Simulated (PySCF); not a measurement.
**Electronic structure of Sc (scandium, neutral) at the LDA level**

Configuration: [Ar] 3d1 4s2, 2D determinant. Calculation: PySCF 2.14, in x2c-QZVPPall with one added diffuse shell each of s, p, d, f, g type (12s8p6d4f3g, 121 functions); the spin-free X2C one-electron Hamiltonian (Gaussian nucleus).

| Quantity | Value |
| --- | --- |
| Total energy | -762.221 hartree |
| One-electron energy | -1045.294 hartree |
| Hartree (Coulomb) energy | 320.288 hartree |
| Exchange-correlation energy | -37.215 hartree |
| ⟨S²⟩ | 0.9088 |
| ⟨L²⟩ | 6.531 |
| Sum of ⟨r⟩ | 21.01 bohr |
| Sum of ⟨r²⟩ | 49.01 bohr² |
| Traceless quadrupole moment −½Σ⟨3z² − r²⟩ along its main axis | 0.210 e·bohr² |
| Langevin diamagnetic susceptibility | -38.8 ×10⁻⁶ cm³/mol |

| shell | electrons | mean orbital energy (eV) | spread (eV) | rms radius, mean of both spins (bohr) |
| --- | --- | --- | --- | --- |
| 1s β | 1 | -4381.6 | 0 | 0.0847 |
| 1s α | 1 | -4381.6 | 0 | 0.0847 |
| 2s α | 1 | -472.47 | 0 | 0.375 |
| 2s β | 1 | -472.26 | 0 | 0.375 |
| 2p α | 3 | -387.51 | 0.263 | 0.342 |
| 2p β | 3 | -387.34 | 0.410 | 0.342 |
| 3s α | 1 | -54.711 | 0 | 1.16 |
| 3s β | 1 | -54.045 | 0 | 1.16 |
| 3p α | 3 | -33.566 | 0.371 | 1.27 |
| 3p β | 3 | -32.900 | 0.969 | 1.27 |
| 4s α | 1 | -4.329 | 0 | 3.93 |
| 4s β | 1 | -4.096 | 0 | 3.93 |
| 3d α | 1 | -3.575 | 0 | 2.19 |

⟨S²⟩ = 0.91 against 0.75 shows spin contamination.

Densities and radii are taken from the X2C orbitals without a picture-change correction, which distorts them close to the nucleus.
